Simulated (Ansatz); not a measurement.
Ligands exchanged one at a time, In OH-H. Isolated molecules, 0 K electronic values unless said otherwise. One relaxed conformer stands for each flexible species; it need not be the lowest. Strings in code marks are SMILES.

Quantity: vertical ionisation energy (energy after one electron is removed minus that of the parent at the parent's geometry), in eV.

Case: `[OH][InH2]`. Geometry of `[OH][InH2]` (neutral, multiplicity 1, Å):

```xyz
5

O      1.3433    -0.4052     0.0012
In    -0.6344    -0.0605     0.0194
H      1.8747     0.3937    -0.0729
H     -1.0769     1.5974    -0.0952
H     -1.5067    -1.5254     0.1474
```

Task: Estimate the vertical ionisation energy (energy after one electron is removed minus that of the parent at the parent's geometry) that frozen-core CCSD(T)/def2-TZVPP // B3LYP-D3(BJ)/def2-TZVP (Ansatz, a first-principles code) returns for this input.

Result: 10.68 eV.
